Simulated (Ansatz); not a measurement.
Diatomic RuCl, multiplicity 6 (lowest of 2S+1 = 2, 4, 6 at CCSD(T)/def2-TZVPP on PBE0 minima; our sources give no spin for the ground state, which may be another). No spin–orbit coupling.

Constants: fifth-degree fit in 1/R to seven points, most abundant isotopes. In def2 and cc sets the state is the lowest found near the PBE0 minimum, followed along R.

Programs: Ansatz (an electronic-structure program) with Gaussian orbitals. Each number belongs to the level named beside it. In def2 rows elements past Kr take small-core potentials, without spin–orbit coupling.

Energies at wB97X-V/def2-TZVPP:

```json
[
 {"R (Å)": "2.118651", "E (hartree)": "-554.92915241"},
 {"R (Å)": "2.175604", "E (hartree)": "-554.93383372"},
 {"R (Å)": "2.228001", "E (hartree)": "-554.93605476"},
 {"R (Å)": "2.287232", "E (hartree)": "-554.93663881"},
 {"R (Å)": "2.346463", "E (hartree)": "-554.93560223"},
 {"R (Å)": "2.414807", "E (hartree)": "-554.93286067"},
 {"R (Å)": "2.494541", "E (hartree)": "-554.92812650"}
]
```

Question: With a reduced mass of 26.0349 u, find the minimum, the force constant and the constants.

Answer: A fifth-degree polynomial in 1/R puts the minimum at r_e = 2.2767 Å with force constant 209 N/m. Then ω_e = (1/2πc)√(k/μ) = 370 cm⁻¹ and B_e = h/(8π²cμr_e²) = 0.1249 cm⁻¹; the cubic and quartic terms give α_e = 0.00054 and ω_e x_e = 1.1 cm⁻¹.
